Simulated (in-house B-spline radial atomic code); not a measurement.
Re. Computed with a B-spline radial atomic code. Model: non-relativistic spherical atom: semilocal Troullier-Martins pseudo-atom, one channel per l, against all electrons, high spin, G0W0 and RPA with empty states to l = 8, local potential for every l without a channel, a model core (radius 0 = none) keeps its share of the functional.

Without relativity these are model numbers for so heavy an element.

What the tables leave out is listed at the end.

The pseudopotential gives back the lowest level of each angular momentum of its own functional in the configuration it was made in; a second state of the same l is only approximately right. Exact exchange, RPA and GW see the smooth pseudo-orbitals and miss the exchange with the core, for which the functional's share stands in. The column with an uncorrelated core keeps all orbitals and exact exchange, and so separates missing core correlation from pseudisation. Only the three outermost levels and the lowest empty one were computed. RPA here is direct RPA, with no exchange kernel, and its energies carry an (l + 1/2)⁻⁴ tail. A hybrid on a potential with a model core restores only its own semilocal share of the core's exchange.

Command:
```bash
python run_psgw.py task.json out
```
Settings (lengths in bohr, energies in hartree):
```
Z                      75
electrons              75
configuration          [Xe] 4f14 5d5 6s2
generated_in           [Xe] 4f14 5d5 6s2
functional             lda,vwn
core_shells            8
radius_factor          1.3
core_correction        True
ion_configuration      [Xe] 4f14 5d5 6s1
```

Run time, properties included: 62 s on 1 thread of Intel(R) Xeon(R) 6975P-C (Granite Rapids), on a shared host.

Given: made with LDA VWN5; model core radius 0.28 bohr; local radius 0.764 bohr; mean-field start PBE0.

Valence shells of the generating configuration: 4d, 5s, 4f, 5p, 5d, 6s.

Channel: s 1.334, p 1.416, d 0.58, f 1.807 (radii in bohr).

Computed: largest level miss in the spin-unpolarised generating configuration 0.154 eV; all-electron RPA polarisability, core included 61.673 bohr³; pseudo-atom RPA polarisability 57.32 bohr³; ionisation by mean-field all-electron 6.4687 eV; ionisation by mean-field pseudo minus all 0.243 eV; ionisation by RPA all-electron 6.9973 eV; ionisation by RPA pseudo minus all 0.363 eV.

| level | occupied | mean-field all-electron (eV) | mean-field pseudo minus all (eV) | G0W0 all-electron (eV) | G0W0 uncorrelated core minus all (eV) | G0W0 pseudo minus all (eV) | exchange self-energy all-electron (eV) | exchange self-energy pseudo (eV) |
| --- | --- | --- | --- | --- | --- | --- | --- | --- |
| 6s down | 1 | -4.6638 | -0.192 | -6.9006 | -0.008 | -0.368 | -8.0274 | -8.4555 |
| 6s up | 1 | -5.9815 | -0.283 | -8.2811 | -0.012 | -0.489 | -10.999 | -11.651 |

Task: What is the valence RPA correlation energy pseudo?

Result: -3.3587 hartree.

Task: What is the valence RPA correlation energy all-electron orbitals?

Result: -2.9502 hartree.

Among the listed levels the largest G0W0 shift of the pseudo-atom is -0.49 eV, for 6s up on the PBE0 start, while leaving the core uncorrelated moves that level by -0.01 eV. So pseudisation and the lost core exchange, not the missing core correlation, make the error. Not in the tables (levels of low weight, unsolved or above zero; the highest and the empty levels are kept at any weight): the LDA start was refused, since an empty level lay at or below an occupied one; on PBE0 the G0W0 levels 5d up (pseudo minus all +0.37 eV, weights 0.60 and 0.61), 5d down (pseudo minus all +0.53 eV, weights 0.50 and 0.55); no Hartree-Fock pseudo-atom is run with a model core.
